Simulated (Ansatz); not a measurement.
Zn₇H₂₀Se₇⁺. The state is a doublet with charge 1. Geometry r2SCAN-D4/def2-SVP, that of the neutral singlet; atoms count from 1.

Cartesian coordinates in Å:
```
Zn -2.312 1.243 0.008
Zn 2.588 -1.573 -2.231
Zn -3.399 -1.272 1.186
Zn -0.910 2.649 -1.775
Zn 1.092 2.476 2.215
Zn 0.699 -0.710 3.223
Zn -1.895 -0.292 3.152
Se 1.916 0.614 -3.474
Se -0.928 0.022 -1.804
Se -1.559 1.997 2.280
Se 0.405 -3.001 -2.195
Se 2.471 -0.725 0.191
Se -0.799 -1.803 1.254
Se 1.196 2.450 -0.302
H -3.566 0.210 0.296
H -2.367 2.701 -0.803
H 3.854 -2.300 -2.769
H -4.289 -2.485 0.785
H -0.785 3.508 -3.066
H 1.745 3.602 3.060
H 0.947 0.815 2.537
H 1.829 -1.701 3.641
H -3.443 -0.750 2.916
H -0.742 -0.556 4.287
H 1.295 -0.120 -4.594
H 3.214 0.615 -4.199
H -2.183 -0.202 -2.541
H -2.816 2.741 2.487
H 0.041 -2.649 -3.578
H 1.124 -4.207 -2.688
H 3.000 -1.999 0.728
H 3.832 -0.157 0.102
H -0.985 -2.947 2.169
H 1.730 3.805 -0.497
```

Single mean-field runs in def2-TZVP are fitted with def2-universal-jkfit. In the doublet geometry the species has come apart into loosely held pieces.

(1) Estimate the Mulliken populations of the heavy atoms from the PBE0/def2-TZVP orbitals of Ansatz.

(2) Where does the spin sit?

(3) And the Mayer bond orders between heavy atoms (over 0.3)?

Answers

(1) 
```json
{"atom": "Zn1", "charge (e)": "0.23", "spin (α − β)": "0.00", "d electrons": "10.07"}
{"atom": "Zn2", "charge (e)": "0.19", "spin (α − β)": "0.00", "d electrons": "10.05"}
{"atom": "Zn3", "charge (e)": "0.13", "spin (α − β)": "0.02", "d electrons": "10.04"}
{"atom": "Zn4", "charge (e)": "0.17", "spin (α − β)": "0.01", "d electrons": "10.04"}
{"atom": "Zn5", "charge (e)": "0.05", "spin (α − β)": "0.00", "d electrons": "10.06"}
{"atom": "Zn6", "charge (e)": "0.04", "spin (α − β)": "0.02", "d electrons": "10.05"}
{"atom": "Zn7", "charge (e)": "0.21", "spin (α − β)": "-0.01", "d electrons": "10.06"}
{"atom": "Se8", "charge (e)": "-0.13", "spin (α − β)": "0.00", "d electrons": "–"}
{"atom": "Se9", "charge (e)": "-0.40", "spin (α − β)": "0.20", "d electrons": "–"}
{"atom": "Se10", "charge (e)": "-0.19", "spin (α − β)": "0.11", "d electrons": "–"}
{"atom": "Se11", "charge (e)": "-0.14", "spin (α − β)": "0.00", "d electrons": "–"}
{"atom": "Se12", "charge (e)": "-0.17", "spin (α − β)": "0.00", "d electrons": "–"}
{"atom": "Se13", "charge (e)": "-0.36", "spin (α − β)": "0.12", "d electrons": "–"}
{"atom": "Se14", "charge (e)": "-0.35", "spin (α − β)": "0.10", "d electrons": "–"}
```
Mulliken values depend strongly on the basis.

(2) Summed by element: Zn 0.04, Se 0.53, H 0.43, of 1 unpaired in all. Largest on single atoms: Se9 0.20, H18 0.14, H19 0.13.

(3) Zn1–Se9 0.43 (2.59 Å); Zn1–Se10 0.57 (2.51 Å); Zn2–Se8 0.49 (2.60 Å); Zn2–Se11 0.49 (2.61 Å); Zn2–Se12 0.51 (2.57 Å); Zn3–Se13 0.43 (2.65 Å); Zn4–Se9 0.45 (2.63 Å); Zn4–Se14 0.58 (2.58 Å); Zn5–Se10 0.33 (2.70 Å); Zn5–Se14 0.57 (2.52 Å); Zn6–Se13 0.35 (2.70 Å); Zn7–Se10 0.59 (2.47 Å); Zn7–Se13 0.35 (2.66 Å).
